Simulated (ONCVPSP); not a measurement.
What one change does to a pseudopotential (hafnium, ONCV)

```
Element                 : hafnium
Generator               : ONCVPSP 4.0.1
Type                    : optimised norm-conserving Vanderbilt (ONCV)
Functional              : PBEsol
Relativity              : scalar-relativistic
Frozen core             : [Kr] 4d10 4f14
Valence charge          : 12
Reference configuration : 5s2 5p6 5d2 6s2
Partial waves           : 5s+6s: rc 2.20 bohr, ncon 5, nbas 10, qcut 5.8 1/bohr, 2 projectors; 5p: rc 2.05 bohr, ncon 4, nbas 7, qcut 8.5 1/bohr, 1 projector; 5d: rc 2.30 bohr, ncon 5, nbas 10, qcut 6.2 1/bohr, 2 projectors, debl 2.8 Ha
Local potential         : polynomial inside 1.30 bohr (lpopt 5, dvloc0 4 Ha)
Core correction         : Teter function, fcfact 2.75, rcfact 1.7
```

Change: core correction Teter function, fcfact 5.25, rcfact 1.3.

Cutoffs: the cutoffs (Ha) at which the residual kinetic energy of the hardest occupied pseudo-wave falls to 1 and 0.1 mHa per electron; they do not see the model core or the augmentation charge, which bear on the density cutoff. Errors are all-electron minus pseudo energies relative to the spin-unpolarised reference configuration.

Predict the effect on cutoff, ghosts and configuration errors.

The potential gets neither clearly harder nor softer (18 Ha and 23 Ha → 18 Ha and 23 Ha); of the 3 tests that both files solve, the error grows in 0 and shrinks in 3 by more than 15 % and 0.3 meV (median size 16.1 → 3.3 meV); neither file shows a bound ghost. A model core, the more so a compact one, raises the density cutoff, which this test does not measure.

| quantity | base | changed |
| --- | --- | --- |
| cutoff, loose | 18 Ha | 18 Ha |
| cutoff, tight | 23 Ha | 23 Ha |
| bound ghosts | none | none |
| GHOST(+) flags under 300 eV | none | none |
| tests with a reliable result | 3 of 4 | 3 of 4 |
| error for 5s2 5p6 5d2 6s1, meV [ΔE 8.01 eV] | -4.5 | -3.3 |
| error for 5s2 5p6 5d2 6s0, meV [ΔE 22.17 eV] | -16 | -3.0 |
| error for 5s2 5p6 5d1 6s2, meV [ΔE 6.54 eV] | -16 | -7.7 |
| s: phases at 2.24 bohr within 0.05 rad from the reference energy up to (Ha; the scan ends near 5) | 3.7 | 3.7 |
| p: phases at 2.08 bohr within 0.05 rad from the reference energy up to (Ha; the scan ends near 5) | 0.5 | 0.5 |
| d: phases at 2.33 bohr within 0.05 rad from the reference energy up to (Ha; the scan ends near 5) | to the end of the scan | to the end of the scan |
| rms error of d²Exc/dni dnj with the model core, mHa | 1.08 | 0.77 |
